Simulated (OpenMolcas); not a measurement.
A calculation on Ge⁺.

| Item | Value |
| --- | --- |
| Program | OpenMolcas 26.06 |
| Method | SS-RASPT2, IPEA 0.25 Eh, imaginary shift 0.1 Eh (closed shells correlated: 3d 4s) |
| Basis | ANO-RCC-VQZP [7s6p4d2f1g] |
| Scalar Hamiltonian | DKH2, point nucleus |
| Active space | 1 electron in 9 orbitals (RAS2 4p; RAS3 4d 5s, at most 1 electron) |
| State averaging | 2S+1 = 2 odd, 3 roots; 2S+1 = 2 even, 6 roots |
| Spin-orbit coupling | state interaction with AMFI integrals over the reference wave functions, term energies averaged over their components |

Which level of the active space comes out lowest?

4s² 4p ²P°_1/2, with 100 % of that term; it is also the measured ground level.

How high does 4s² 5s ²S_1/2 lie?

65540 cm⁻¹ above the lowest level; measured 62403 cm⁻¹ above the ground level, so the calculation is off by +5 %.

How high does 4s² 4d ²D_3/2 lie?

93970 cm⁻¹ above the lowest level; measured 80837 cm⁻¹ above the ground level, so the calculation is off by +16 %.

How high does 4s² 4p ²P°_3/2 lie?

1576 cm⁻¹ above the lowest level; measured 1767 cm⁻¹ above the ground level, so the calculation is off by -11 %.

Measured values: NIST Handbook of Basic Atomic Spectroscopic Data.

Term energies are means over components that CASPT2 splits; among the terms shown or strongly mixed into the levels shown the widest spread is 240 cm-1 (4s² 4d ²D). ANO sets are built for valence states and can reach diffuse excited orbitals poorly, and with the s shell closed the s pⁿ⁺¹ terms that mix with these levels are absent. With one active electron, CASPT2 adds the correlation within the correlated inactive shells and between them and that electron, and leaves the splitting within a term as the reference gives it. Computed and measured levels are paired by configuration, term and J; levels that our copy of the source lacks, or whose pairing is in doubt (as where it misses far off the trend of its configuration), stay unpaired and out of the deviations. Only configurations of the active space appear.

° marks odd parity.
